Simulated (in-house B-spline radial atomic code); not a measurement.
Ionisation energies along the 25-electron series, configuration [Ar] 3d7, as differences of self-consistent energies. NIST's values go from ground level to ground level; the uncertainty of those that are theory runs from under 0.1 % in few-electron ions to several per cent in heavy many-electron ones. Computed with a B-spline radial code for spherical atoms: non-relativistic Hartree-Fock, average of the configuration, point nuclei.

This level leaves out relativity, spin-orbit splitting included, which matters for heavy ions.

| ion | configuration after | ionisation energy (eV) | IE/(q+1)² (eV) | -ε less Coulomb ΔSCF (eV) | tabulated value (eV) | computed minus tabulated (eV) |
| --- | --- | --- | --- | --- | --- | --- |
| Cd23+ | [Ar] 3d6 | 1175.6 | 2.041 | 3.1066 | 1167 | 8.6 |
| In24+ | [Ar] 3d6 | 1264.0 | 2.0224 | 3.11 | 1255 | 9.0 |
| Sn25+ | [Ar] 3d6 | ? | ? | ? | ? | ? |
| Sb26+ | [Ar] 3d6 | 1450.0 | 1.989 | 3.1163 | 1441 | 9.0 |
| Te27+ | [Ar] 3d6 | ? | ? | ? | ? | ? |
| I28+ | [Ar] 3d6 | 1648.1 | 1.9597 | 3.1221 | 1639 | 9.1 |
| Xe29+ | [Ar] 3d6 | 1751.7 | 1.9463 | 3.1248 | 1742 | 9.7 |
| Cs30+ | [Ar] 3d6 | 1858.4 | 1.9338 | 3.1275 | 1848 | 10.4 |
| Ba31+ | [Ar] 3d6 | 1968.1 | 1.9219 | 3.13 | 1958 | 10.1 |
| La32+ | [Ar] 3d6 | 2080.8 | 1.9107 | 3.1325 | 2069 | 11.8 |
| Ce33+ | [Ar] 3d6 | 2196.6 | 1.9001 | 3.1349 | 2185 | 11.6 |
| Pr34+ | [Ar] 3d6 | ? | ? | ? | ? | ? |
| Nd35+ | [Ar] 3d6 | 2437.2 | 1.8806 | 3.1394 | 2425 | 12.2 |
| Pm36+ | [Ar] 3d6 | 2562.1 | 1.8715 | 3.1415 | 2549 | 13.1 |
| Sm37+ | [Ar] 3d6 | 2690.0 | 1.8629 | 3.1436 | 2676 | 14.0 |
| Eu38+ | [Ar] 3d6 | 2820.9 | 1.8546 | 3.1456 | 2807 | 13.9 |

(1) Fill in the row of Sn25+.

(2) Fill in the row of Te27+.

(3) Fill in the row of Pr34+.

Answers

(1) ionisation energy (eV): 1355.5; IE/(q+1)² (eV): 2.0051; -ε less Coulomb ΔSCF (eV): 3.1132; tabulated value (eV): 1347; computed minus tabulated (eV): 8.5.

(2) ionisation energy (eV): 1547.5; IE/(q+1)² (eV): 1.9739; -ε less Coulomb ΔSCF (eV): 3.1192; tabulated value (eV): 1538; computed minus tabulated (eV): 9.5.

(3) ionisation energy (eV): 2315.4; IE/(q+1)² (eV): 1.8901; -ε less Coulomb ΔSCF (eV): 3.1372; tabulated value (eV): 2304; computed minus tabulated (eV): 11.4.
